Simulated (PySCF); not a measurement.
# Spinor energies of N (nitrogen, neutral)

Start: [He] 2s2 2p3; 2p1/2 filled at m_j = -1/2, +1/2; 2p3/2 filled at m_j = +3/2. Calculated with PySCF 2.14 in x2c-TZVPPall-2c: generalised Hartree-Fock with the X2C-1e Hamiltonian and a Gaussian nucleus; one run each with spin-orbit coupling (SO) switched off, then screened by Boettger's factors.

```json
{"spinor shell": "1s1/2", "electrons": "2", "ε, spin-free (eV)": "-425.40", "ε, screened SO (eV)": "-425.40", "weight of nominal j (screened SO)": "1.000", "rms radius, screened SO (bohr)": "0.265"}
{"spinor shell": "2s1/2", "electrons": "2", "ε, spin-free (eV)": "-25.712", "ε, screened SO (eV)": "-25.712", "weight of nominal j (screened SO)": "1.000", "rms radius, screened SO (bohr)": "1.48"}
{"spinor shell": "2p1/2", "electrons": "2", "ε, spin-free (eV)": "-15.519", "ε, screened SO (eV)": "-15.523", "weight of nominal j (screened SO)": "0.501", "rms radius, screened SO (bohr)": "1.58"}
{"spinor shell": "2p3/2", "electrons": "1", "ε, spin-free (eV)": "-15.519", "ε, screened SO (eV)": "-15.511", "weight of nominal j (screened SO)": "1.000", "rms radius, screened SO (bohr)": "1.58"}
```

```tsv
quantity	spin-free	screened SO
E (hartree)	-54.43200	-54.43200
M_J	3/2	3/2
⟨J²⟩	3.758	3.758
⟨L²⟩	0.000	0.000
⟨S²⟩	3.758	3.758
```

Each row is a mean over spinors that exchange with the open shell spreads, by up to 11.894 eV (2s1/2).

Rows whose weight is well below 1 are mixtures of j = l ± 1/2: exchange outweighs spin-orbit coupling there, and the label is only the starting occupation.

Without spin-orbit coupling the j labels of p, d and f shells carry no meaning; the spin-free column gives the mean over the occupied spinors of each nl shell.
